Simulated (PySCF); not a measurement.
CH8FNSi2, SMILES C(N)[SiH2][SiH2]F.

Geometry optimised at PBE-D3(BJ)/def2-SVP. The structure was generated by enumeration, and PubChem lists no compound with its InChIKey, so it may never have been made. One conformer was computed; it need not be the lowest.

Level of theory: PBE-D3(BJ)/def2-SVP run with PySCF 2.14.0.

Frequencies are harmonic and unscaled.

```csv
mode,ν (cm⁻¹),IR (km/mol),moving atoms (share of kinetic energy)
1,37,1.0,"F 42 %, Si 21 %, N 15 %, H 15 %"
2,72,0.3,"H 44 %, C 20 %, F 18 %, N 12 %"
3,89,0.4,"Si 41 %, H 28 %, N 19 %, C 9 %"
4,165,5.3,"F 34 %, Si 34 %, H 18 %, N 10 %"
5,261,3.4,"N 33 %, H 29 %, Si 23 %, C 14 %"
6,281,53.0,H 92 %
7,388,6.0,"H 75 %, Si 18 %"
8,405,2.1,"Si 64 %, H 31 %"
9,474,4.8,"H 74 %, Si 23 %"
10,597,6.8,"H 82 %, Si 12 %"
11,653,8.2,"C 41 %, Si 34 %, H 23 %"
12,709,18.2,H 87 %
13,759,228.7,"H 84 %, Si 10 %"
14,798,28.4,"H 76 %, C 19 %"
15,814,120.7,"H 50 %, F 36 %, Si 11 %"
16,826,335.2,"H 58 %, N 20 %, F 12 %"
17,873,140.0,"H 75 %, Si 12 %"
18,889,28.4,"H 78 %, Si 16 %"
19,916,79.8,"H 87 %, Si 10 %"
20,1063,8.9,H 95 %
21,1070,2.3,"C 45 %, N 32 %, H 23 %"
22,1211,11.2,"H 79 %, C 19 %"
23,1325,0.2,"H 82 %, N 10 %"
24,1380,3.4,H 93 %
25,1585,17.1,H 92 %
26,2125,72.8,H 98 %
27,2136,52.6,H 96 %
28,2145,125.3,H 98 %
29,2156,154.9,H 96 %
30,2971,13.1,H 95 %
31,3027,5.2,"H 90 %, C 10 %"
32,3403,1.5,H 96 %
33,3484,1.5,"H 92 %, N 8 %"
```
